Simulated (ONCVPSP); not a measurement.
## What one change does to a pseudopotential (P, ONCV)

```json
{"Element": "P", "Generator": "ONCVPSP 4.0.1", "Type": "optimised norm-conserving Vanderbilt (ONCV)", "Functional": "PBE", "Relativity": "scalar-relativistic", "Frozen core": "[Ne]", "Valence charge": "5", "Reference configuration": "3s2 3p1 (charge +2)", "Partial waves": "3s: rc 1.65 bohr, ncon 4, nbas 8, qcut 4.7 1/bohr, 2 projectors, debl 1 Ha; 3p: rc 1.70 bohr, ncon 4, nbas 7, qcut 3.9 1/bohr, 1 projector", "Local potential": "polynomial inside 1.20 bohr (lpopt 1, dvloc0 1 Ha)", "Core correction": "Teter function, fcfact 2.5, rcfact 1.7"}
```

In the s channel the program set the typed energies aside and used -1.248, 0.250 Ha.

Change: non-relativistic. In the s channel the program set the typed energies aside and used -1.244, 0.250 Ha.

Cutoffs: the cutoffs (Ha) at which the residual kinetic energy of the hardest occupied pseudo-wave falls to 1 and 0.1 mHa per electron; they do not see the model core or the augmentation charge, which bear on the density cutoff. Errors are all-electron minus pseudo energies relative to the spin-unpolarised reference configuration.

Problem. How do hardness, ghosts and transferability respond?

Solution. The potential gets neither clearly harder nor softer (10 Ha and 31 Ha → 10 Ha and 32 Ha); of the 4 tests that both files solve, the error grows in 3 and shrinks in 0 by more than 15 % and 0.3 meV (median size 5.6 → 6.8 meV); neither file shows a bound ghost.

| quantity | base | changed |
| --- | --- | --- |
| cutoff, loose | 10 Ha | 10 Ha |
| cutoff, tight | 31 Ha | 32 Ha |
| loose cutoff by channel | s 10 Ha, p 5.6 Ha | s 10 Ha, p 5.6 Ha |
| bound ghosts | none | none |
| GHOST(+) flags under 300 eV | s at 159.6 eV | none |
| error for 3s2 3p3, meV [ΔE -28.88 → -28.90 eV] | -6.9 | -8.3 |
| error for 3s2 3p2, meV [ΔE -19.15 → -19.16 eV] | -4.4 | -5.3 |
| error for 3s2 3p0, meV [ΔE 29.74 → 29.75 eV] | -26 | -24 |
| error for 3s1 3p4, meV [ΔE -20.34 → -20.45 eV] | -2.2 | -3.2 |
| s: phases at 1.68 bohr within 0.05 rad from the reference energy up to (Ha; the scan ends near 5) | 3.2 | 3.2 |
| p: phases at 1.73 bohr within 0.05 rad from the reference energy up to (Ha; the scan ends near 5) | 1.5 | 1.5 |
| rms error of d²Exc/dni dnj with the model core, mHa | 3.81 | 3.81 |
